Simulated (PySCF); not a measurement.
Molecule: `Pc1ccccc1`, C₆H₇P.

Atoms are numbered as in `[PH2:1][c:2]1[cH:3][cH:4][cH:5][cH:6][cH:7]1` (H(Xn): hydrogen on atom n).

Geometry PBE0-D3(BJ)/def2-SVP throughout; GIAO in PySCF 2.14, gas phase, one conformer, non-relativistic; equivalent atoms averaged; basis pcSseg-1.

For orientation, B97-2 gives these absolute shieldings σ: P1 445.8, C2 48.4, C3/C7 50.5, C4/C6 52.8, C5 54.7, H(C3)/H(C7) 24.03, H(C4)/H(C6) 24.11, H(C5) 24.20, H(P1) 27.14 ppm.

A run gave: P1 451.7, C2 56.1, C3/C7 57.8, C4/C6 60.4, C5 62.4, H(C3)/H(C7) 24.22, H(C4)/H(C6) 24.32, H(C5) 24.41, H(P1) 27.18 ppm (absolute shieldings σ).

Q: Which functional was used in that run?
A. LDA
B. wB97X-D
C. KT3
D. PBE0

A: C. C2 tells them apart best: KT3 gives 56.1, PBE0 gives 46.0, LDA gives 37.4, wB97X-D gives 45.4 ppm.
